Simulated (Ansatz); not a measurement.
The cluster AsP2⁻. The state is a triplet with charge -1. Geometry PBE-D4/def2-TZVP, that of the neutral doublet; atoms count from 1.

Cartesian coordinates in Å:
```
P 0.245 0.550 1.047
P 0.808 0.341 -0.916
As -1.054 -0.891 -0.131
```

The highest occupied level of the charge -1 triplet lies above zero (up to 0.25 eV). By energy differences its removal costs 1.54 eV (vertical, to the charge 0 doublet, at PBE0-D4/def2-TZVPD); a positive level beside a positive removal energy at the same level points to self-interaction error. The structure comes from a short search, and lower isomers may exist.

Problem. Estimate the Mulliken populations from the PBE0/def2-TZVPD orbitals of Ansatz.

Solution. 
| atom | charge (e) | spin (α − β) |
| --- | --- | --- |
| P1 | -0.37 | 0.60 |
| P2 | -0.36 | 0.64 |
| As3 | -0.27 | 0.77 |
Mulliken values and Mayer orders depend strongly on the basis. With diffuse functions, as here, like atoms can get unlike values, and bond orders can come out too low or too high.

Problem. Where does the spin sit?

Solution. Summed by element: P 1.23, As 0.77, of 2 unpaired in all. Largest on single atoms: As3 0.77, P2 0.64, P1 0.60.

Problem. And the Mayer bond orders between bonded heavy atoms (over 0.3)?

Solution. P1–P2 1.43 (2.05 Å); P1–As3 1.29 (2.27 Å); P2–As3 1.24 (2.37 Å).
